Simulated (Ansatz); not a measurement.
Cartesian coordinates (Å):
```xyz
5

N     -0.5756     0.0059    -0.0267
B      0.8043    -0.0082     0.0371
O      2.0112    -0.0212     0.0929
H     -1.1217    -0.8354    -0.0838
H     -1.1083     0.8576    -0.0184
```
Charge +1, spin multiplicity 2.

Computed with frozen-core CCSD(T)/cc-pVQZ // M06-2X/def2-TZVP in Ansatz (a quantum-chemistry and plane-wave program). The geometry is that of the parent before the electron was removed.

| Quantity | Value |
|---|---|
| HF energy | -154.95310 Ha |
| MP2 correlation energy | -0.50071 Ha |

Question: Estimate the CCSD correlation energy, the (T) correction, the total energy and the T1 diagnostic.

Answer: 
```json
{
 "CCSD correlation energy": "-0.52927 Ha",
 "(T) correction": "-0.02363 Ha",
 "CCSD(T) total energy": "-155.50600 Ha",
 "T1 diagnostic": "0.056"
}
```
